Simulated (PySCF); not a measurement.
## Working out the ionisation energy of S⁺

S⁺ [Ne] 3s2 3p3 (4S) → S²⁺ [Ne] 3s2 3p2 (3P). Calculation: PySCF 2.14, in x2c-QZVPPall (9s6p4d2f1g, 70 functions); scalar relativity by spin-free X2C-1e. Frozen: 1s2. Energies in hartree (1 hartree = 27.21139 eV):

```csv
part,S⁺ (lower),S²⁺ (upper)
UHF,-398.258922,-397.424323
CCSD correlation,-0.296822,-0.275073
(T),-0.005963,-0.004325
```

Problem. What does Hartree-Fock give?

Solution. (-397.424323) − (-398.258922) = 0.834599 hartree = 22.711 eV.

Problem. What do CCSD and CCSD(T) give?

Solution. The CCSD correlation energies differ by 0.021749 hartree = 0.592 eV and the triples by 0.001638 hartree = 0.045 eV, so CCSD gives 23.303 eV and CCSD(T) 23.348 eV.

A first-order spin-orbit estimate adds -0.062 eV to CCSD(T) (valence and next inner shell), giving 23.286 eV against 23.338 eV (measured; NIST Atomic Spectra Database, ionization energies).

What remains against the reference includes basis incompleteness, the frozen core and higher excitations.
